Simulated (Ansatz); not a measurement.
`[CH3][Ge]1([NH2])[BH][O]1` + `[F][Cd][SH]` → `C[S][Cd][F]` + `[NH2][GeH]1[BH][O]1`  (substitution at a C–Ge bond)

Calculated with Ansatz (gas phase, PBE0-D4/def2-TZVP geometries, no zero-point term in ΔE). CCSD(T)/CBS adds triple-zeta CCSD(T) − MP2 to the extrapolated MP2 energy (def2 sets, frozen cores). DFT in def2-TZVPP. B3LYP here is the variant with VWN-RPA as its local correlation; programs differ in this. def2 core potentials past Kr. For Cd, Ge outer-core shells are correlated without core-valence functions, which leaves a few kJ/mol of doubt a bond. Scalar relativity is left out up to krypton. One conformer a species, not always the lowest.

```csv
level,ΔE (kJ/mol),difference from CCSD(T)/CBS
PBE-D4,55.9,-9.8
r2SCAN-D4,60.9,-4.8
PBE0-D4,60.3,-5.4
B3LYP-D4,58.0,-7.7
PBE,55.0,-10.7
B3LYP,56.9,-8.8
MP2/def2-TZVPP,68.5,2.8
CCSD/def2-TZVPP,68.4,2.7
HF/CBS(def2),62.4,-3.3
CCSD/CBS(def2),66.5,0.8
CCSD(T)/CBS,65.7,0
```

Largest T1 diagnostic among the species: 0.016.

From PBE to PBE0 (25 % exact exchange), in def2-TZVPP and without D4, ΔE moves by +4.5 kJ/mol. In def2-TZVPP, CCSD(T) changes the Hartree–Fock value by +4.6 kJ/mol (the triples alone add −0.8 kJ/mol) and MP2 by +5.6 kJ/mol.
